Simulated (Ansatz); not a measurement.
Input file for C$_{4}$H$_{7}$Br (`CC(C)=CBr`):

```yaml
crystal:
  periodic: [false, false, false]
  atoms:
    - {symbol: C, position_ang: [-1.368487, -0.191603, 0.008098]}
    - {symbol: C, position_ang: [0.088559, 0.102659, -0.095045]}
    - {symbol: C, position_ang: [0.983681, -0.678940, 0.816645]}
    - {symbol: C, position_ang: [0.629402, 0.990052, -0.921300]}
    - {symbol: Br, position_ang: [-0.329688, 2.064512, -2.137768]}
    - {symbol: H, position_ang: [-1.721179, -0.001921, 1.026973]}
    - {symbol: H, position_ang: [-1.960840, 0.406716, -0.681941]}
    - {symbol: H, position_ang: [-1.555771, -1.250446, -0.197352]}
    - {symbol: H, position_ang: [0.709489, -0.507016, 1.862484]}
    - {symbol: H, position_ang: [2.033627, -0.413519, 0.688824]}
    - {symbol: H, position_ang: [0.874644, -1.752592, 0.632581]}
    - {symbol: H, position_ang: [1.693462, 1.176997, -0.968098]}
basis:
  gaussian: {orbitals: def2-SVP}
correlation: {method: ccsd_t}
```

```sh
$ ansatz run in.yaml --threads 4 --pin off --events-out ev --progress --plain --max-ram 10444MiB
```

Log, shortened:

```
Functional definition: HF
1251 factors; integrals over basis functions are off by at most 1.4e-3 eV
mean field evaluation 1: about -74216.9450 eV, gradient 2.8e1 eV
mean field evaluation 2: about -74217.0421 eV, gradient 2.8e1 eV
mean field evaluation 4: about -74219.4662 eV, gradient 4.1e0 eV
mean field evaluation 8: about -74219.5220 eV, gradient 2.9e-4 eV
mean field -74219.52201930 eV, -2727.5171264103 hartree, gradient 2.8e-6 eV, S^2 0.000000; 0 other end points of the search recorded, 0 dependent functions left out
13 core orbitals not correlated: weight in the atoms' cores, before any rotation towards them, 1.000 or more for the frozen orbitals, at most 0.000 for the correlated occupied ones
reference -74219.52201930 eV, -2727.5171264103 hartree; 20, 20 occupied and 90, 90 virtual orbitals, 1251 factors
second order -21.44019313 eV of doubles, -0.00000000 eV of singles
cycle   1  -22.06143669 eV  change   -6.2e-1 eV  update   9.5e-2
cycle   2  -22.61396505 eV  change   -5.5e-1 eV  update   2.9e-2
cycle   3  -22.71462366 eV  change   -1.0e-1 eV  update   1.3e-2
cycle   4  -22.71203660 eV  change    2.6e-3 eV  update   3.8e-3
cycle   5  -22.71411009 eV  change   -2.1e-3 eV  update   1.5e-3
cycle   6  -22.71411282 eV  change   -2.7e-6 eV  update   3.9e-4
cycle   7  -22.71391586 eV  change    2.0e-4 eV  update   1.5e-4
cycle   8  -22.71392462 eV  change   -8.8e-6 eV  update   4.6e-5
perturbative correction -0.71715722 eV, -0.0263550415 hartree
Total energy: -74242.95310114 eV, -2728.3782027857 hartree
```

It took 23 s on 4 threads of an Intel Xeon on a shared host, with 0.78 GiB of host memory at the peak.

MP2 recovers 91.5 % of the CCSD(T) correlation energy and the triples give 3.1 %; T1 = 0.0086.
